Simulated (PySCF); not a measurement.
Si(CCH)(Me)(OH)2 (C₃H₆O₂Si), SMILES C#C[Si](C)(O)O. Atoms are numbered in the order given.

```xyz
12

C      2.3120    -0.1838     1.4392
C      1.2892    -0.1363     0.7811
Si    -0.2620     0.0045    -0.1919
C     -1.6577     0.6825     0.8317
O     -0.5461    -1.5432    -0.7409
O     -0.0473     1.0734    -1.4514
H      3.2150    -0.2328     2.0200
H     -2.5736     0.7933     0.2284
H     -1.8780     0.0167     1.6805
H     -1.3939     1.6752     1.2288
H     -1.3551    -1.6676    -1.2517
H      0.7402     0.9360    -1.9919
```

Geometry optimised at B3LYP-D3(BJ)/def2-SVP. This is a generated structure with no PubChem entry under its InChIKey; it may be hypothetical. Other conformers were not sampled.

Two levels are set side by side: PBE/pcSseg-1 (PySCF) and KT2/pcSseg-1 (PySCF). GIAO shifts against H2O (¹⁷O), TMS (²⁹Si), TMS (¹H), TMS (¹³C) at the same level; non-relativistic, no solvent, atoms listed together averaged. Differences are taken from unrounded values.

```csv
quantity,PBE
δ(¹³C) of C1 (ppm),95.8
δ(¹³C) of C2 (ppm),87.8
δ(²⁹Si) of Si3 (ppm),-26.4
δ(¹³C) of C4 (ppm),1.6
δ(¹H) of H7 (ppm),2.22
```

### Question
These are the PBE values. What does KT2 give? (The exact figures need the calculation; the answer reports its results.)

### Answer

```csv
quantity,KT2,PBE minus KT2
δ(¹³C) of C1 (ppm),89.5,6.3
δ(¹³C) of C2 (ppm),79.9,7.9
δ(²⁹Si) of Si3 (ppm),-24.9,-1.5
δ(¹³C) of C4 (ppm),1.7,0.0
δ(¹H) of H7 (ppm),2.51,-0.29
```

Rough cost on one machine, each run with all the roots and properties that it gave: KT2 against PBE within a factor of 2.
